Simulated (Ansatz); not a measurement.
## Ansatz (development build ahead of 0.2.0) run

```yaml
crystal:
  periodic: [false, false, false]
  atoms:
    - { symbol: "N", position_ang: [0.55, 0.0, 4.3] }
    - { symbol: "N", position_ang: [-0.55, 0.0, 4.3] }
    - { symbol: Li, position_ang: [1.34, 0.0, 0.0] }
    - { symbol: Li, position_ang: [-1.34, 0.0, 0.0] }
basis:
  gaussian: { orbitals: cc-pVDZ }
hamiltonian:
  xc: hf
```

The input is written out in the form of the current development build from the run's settings.

Output:

```
Converged                       : yes
Total energy                    : -123.82313 hartree
Spin squared of the determinant : 0.000
```
